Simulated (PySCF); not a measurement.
Simulation results for CH3BF

All values are calculated (PySCF 2.14.0). Calculation on a computer-drawn molecule: vertical ionisation energy to the stated ion spin, frozen-core CCSD(T) at the basis limit and cheaper methods, single-reference cases, UHF for radicals, no spin-orbit; all values are single points at the evaluated structure, the first of each entry, which is the reference or a displaced copy of it and isn't optimised; the reference structure only sets the zero of the energies above reference; triples share is (T) over the correlation energy.

Common to all runs: charge 0; multiplicity 2; ion multiplicity 1; diffuse functions no; basis cc-pVnZ; reference is the Hartree-Fock double-zeta minimum; best is HF at quadruple zeta + MP2 correlation extrapolated from triple and quadruple zeta + CCSD(T) minus MP2 at triple zeta; basis step is the size of the change from the same recipe one zeta lower.

(1) CH3BF

Evaluated structure:
```xyz
6
CH3BF
C      0.8439    -1.2339     0.5026
B     -0.6171    -1.5244     1.0716
F     -1.5882    -0.5895     0.7660
H      1.0159    -0.4877     0.0132
H      1.6169    -1.8840     0.8515
H     -0.9301    -2.4834     1.8831
```

Reference structure:
```xyz
6
CH3BF
C      0.8273    -1.3025     0.5967
B     -0.5954    -1.5164     1.1390
F     -1.5674    -0.6739     0.7789
H      1.0743    -0.4841    -0.0728
H      1.6512    -1.9579     0.8567
H     -0.8932    -2.4103     1.8803
```

* ionisation energy best: 10.49 eV
* ionisation energy basis step: 0.04016 eV
* energy above reference best: 23.41 kcal/mol
* energy above reference basis step: 0.1844 kcal/mol
* total energy HF triple zeta: -163.7825 hartree
* total energy CCSD(T) triple zeta: -164.3158 hartree
* total energy best: -164.3967 hartree
* T1 diagnostic at triple zeta: 0.01379
* D1 diagnostic at triple zeta: 0.04781
* spin squared at triple zeta: 0.7577
* ion T1 diagnostic at triple zeta: 0.01893
* ion D1 diagnostic at triple zeta: 0.06957
* triples share at triple zeta: 0.03041
* basis functions triple zeta: 132
* dipole magnitude HF at triple zeta: 1.797 debye
* dipole magnitude CCSD unrelaxed at triple zeta: 1.634 debye
* dipole magnitude PBE at triple zeta: 1.607 debye
* dipole magnitude r2SCAN at triple zeta: 1.63 debye
* dipole magnitude B3LYP at triple zeta: 1.687 debye
* dipole magnitude wB97X at triple zeta: 1.689 debye

Drawn bonds:
```
atom  other atom  order
   1           2      1
   2           3      1
   1           4      1
   1           5      1
   2           6      1
```

Triple zeta:
```
 method  ionisation energy (eV)  energy above reference (kcal/mol)
     HF                   9.748                              23.82
    PBE                   10.58                              23.53
 r2SCAN                   10.76                              23.48
  B3LYP                   10.57                              23.38
  wB97X                   10.47                              23.46
    MP2                   10.44                              23.39
   CCSD                   10.38                              23.63
CCSD(T)                    10.4                              23.53
```

(2) CH3BF

Evaluated structure:
```xyz
6
CH3BF
C      0.7994    -1.3022     0.5823
B     -0.5841    -1.5074     1.1464
F     -1.5818    -0.6711     0.7702
H      1.0943    -0.4137    -0.1541
H      1.6633    -1.9456     0.8620
H     -0.8807    -2.4236     1.8695
```

Reference structure:
```xyz
6
CH3BF
C      0.8273    -1.3025     0.5967
B     -0.5954    -1.5164     1.1390
F     -1.5674    -0.6739     0.7789
H      1.0743    -0.4841    -0.0728
H      1.6512    -1.9579     0.8567
H     -0.8932    -2.4103     1.8803
```

* total energy HF triple zeta: ?
* dipole magnitude B3LYP at triple zeta: ?
* triples share at triple zeta: ?
* dipole magnitude CCSD unrelaxed at triple zeta: ?

Drawn bonds:
```
atom  other atom  order
   1           2      1
   2           3      1
   1           4      1
   1           5      1
   2           6      1
```

Question: CH3BF (entry 2): total energy HF triple zeta?
Answer: -163.8108 hartree

Question: Give the missing dipole magnitude B3LYP at triple zeta for CH3BF (entry 2).
Answer: 1.759 debye

Question: Give the missing triples share at triple zeta for CH3BF (entry 2).
Answer: 0.03067

Question: What dipole magnitude CCSD unrelaxed at triple zeta does the calculation give for CH3BF (entry 2)?
Answer: 1.719 debye

Further results for CH3BF (entry 2):

* ionisation energy best: 10.59 eV
* ionisation energy basis step: 0.0426 eV
* energy above reference best: 4.693 kcal/mol
* energy above reference basis step: 0.01002 kcal/mol
* total energy CCSD(T) triple zeta: -164.3459 hartree
* total energy best: -164.4265 hartree
* T1 diagnostic at triple zeta: 0.01369
* D1 diagnostic at triple zeta: 0.0486
* spin squared at triple zeta: 0.7598
* ion T1 diagnostic at triple zeta: 0.01933
* ion D1 diagnostic at triple zeta: 0.07167
* basis functions triple zeta: 132
* dipole magnitude HF at triple zeta: 1.875 debye
* dipole magnitude PBE at triple zeta: 1.668 debye
* dipole magnitude r2SCAN at triple zeta: 1.698 debye
* dipole magnitude wB97X at triple zeta: 1.778 debye

Triple zeta:
```
 method  ionisation energy (eV)  energy above reference (kcal/mol)
     HF                   9.881                              6.099
    PBE                   10.66                              3.417
 r2SCAN                   10.84                              4.355
  B3LYP                   10.66                              4.428
  wB97X                   10.56                              4.562
    MP2                   10.53                              5.112
   CCSD                   10.47                               4.85
CCSD(T)                   10.49                               4.63
```
